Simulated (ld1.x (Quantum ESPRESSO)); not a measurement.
An all-electron radial function and its pseudo partner (Al (Z = 13))

Columns: radius, all-electron u(r) and pseudo u(r) of the 3p shell (level -2.71 eV) of aluminium in the configuration [Ne] 3s2 3p1; PBE, scalar-relativistic, TM scheme, ld1.x (Quantum ESPRESSO) 7.5.

```csv
r (bohr),all-electron,pseudo
0.098,0.0711,-0.0026
0.195,0.1593,-0.0100
0.292,0.2065,-0.0221
0.390,0.2119,-0.0387
0.488,0.1862,-0.0591
0.585,0.1412,-0.0825
0.682,0.0855,-0.1082
0.780,0.0240,-0.1362
0.878,-0.0386,-0.1656
0.975,-0.0993,-0.1957
1.072,-0.1572,-0.2266
1.170,-0.2120,-0.2586
1.268,-0.2624,-0.2912
1.365,-0.3079,-0.3240
1.463,-0.3495,-0.3573
1.560,-0.3865,-0.3896
1.658,-0.4199,-0.4207
1.755,-0.4489,-0.4490
1.852,-0.4741,-0.4741
1.950,-0.4957,-0.4957
2.047,-0.5134,-0.5134
2.145,-0.5280,-0.5280
2.242,-0.5393,-0.5393
2.340,-0.5478,-0.5478
2.438,-0.5536,-0.5536
2.535,-0.5569,-0.5569
```

(1) How many radial nodes do the two functions have?

(2) At about which radius was the pseudo-wave matched?

(3) Is the pseudo-wave norm-conserving?

Results:

(1) The all-electron 3p function has n − l − 1 = 1; the pseudo-wave has 0, since the states of the same l below it are removed with the core.

(2) 1.95 bohr. The columns agree to 0.0005 from 1.75 bohr on; several derivatives are matched, so the curves merge somewhat inside the radius.

(3) Yes: the TM scheme keeps the norm inside the radius equal to the all-electron one, which fixes the energy derivative of the logarithmic derivative at the level.
